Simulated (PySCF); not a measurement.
ReO₄, SMILES [O]=[Re-](=[O])(=[O])=[O], charge -1, multiplicity 1.

The structure is a stationary point at r2SCAN-D4/def2-SVPD. The multiplicity is an assumed one; other spin states were not compared. The isomer is the one that the SMILES or the coordinates give; other isomers of the formula were not compared. The def2 effective core potentials stand for the cores of Re; spin–orbit coupling is left out.

Level of theory: PySCF with CAM-B3LYP/def2-SVPD.

- total energy: -379.05557 hartree
- point group: Td
- highest occupied level: -5.37 eV
- lowest empty level: 4.04 eV
- orbital gap: 9.41 eV
- dipole moment about the centre of nuclear charge: 0.00 D
- mean static polarisability: 57.4 bohr³ (8.51 Å³)
- polarisability, principal values: 57.4, 57.4, 57.4 bohr³
